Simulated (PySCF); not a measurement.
Vertical excitations of a molecule C3H7NOSi from TDA-ωB97X/def2-SVPD run with PySCF, as energy in eV (oscillator strength): 6.17 (0.009), 6.81 (0.183), 7.27 (0.001), 8.15 (0.001), 8.19 (0.023), 8.23 (0.000), 8.47 (0.000), 8.51 (0.000), 8.95 (0.017), 8.98 (0.000). Lowest triplet (TDA): 4.44 eV. Geometry optimised at r2SCAN-D4/def2-SVP. The values are those of a single conformer.

**Question.** Which molecule gave these data?
A) NCC1=C[SiH2]O1
B) [SiH3]C1=NCCO1
C) C=C=C(N)O[SiH3]
D) C[Si@@]1(N)C=CO1

**Answer.** B, [SiH3]C1=NCCO1
